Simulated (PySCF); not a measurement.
Se(F)(I), FISe, SMILES F[Se]I at its PBE0/def2-SVP optimised geometry (Å):

```
3

Se    -0.6598    -1.2318     0.0000
F      1.1026    -1.2318     0.0000
I     -1.1026     1.2318     0.0000
```

Computed with PySCF 2.14.0 with PBE0/def2-TZVP, def2 effective core potentials past Kr. The core electrons that the potentials of I replace are not part of the density.

Map of the Laplacian of the electron density (e/bohr⁵) on the plane z = 1.5 Å:

```
|000000000000000000000000000|
|000000000000000000000000000|
|000000000000000000000000000|
|000000111111100000000000000|
|000001122322110000000000000|
|000012344543211000000000000|
|000112456765421000000000000|
|000123578887532100000000000|
|000124689997532100000000000|
|000124689997532100000000000|
|000123578987532100000000000|
|000112457775421100000000000|
|000012345654321100000000000|
|000011234554321100000000000|
|000001234554432111000000000|
|000001234566542211110000000|
|000001235677653322210000000|
|000001235788754333321000000|
|000001235788754333321000000|
|000001234677653332211000000|
|000000123455432221110000000|
|000000112333321111000000000|
|000000011222211000000000000|
|000000000111100000000000000|
|000000000000000000000000000|
|000000000000000000000000000|
|000000000000000000000000000|
```
Scale: ten equal steps from 0.000 (start of '0') to 0.037 (end of '9'), in the order '0123456789'; x runs from -3.50 to 3.50, y from -3.50 (bottom) to 3.50 (top).
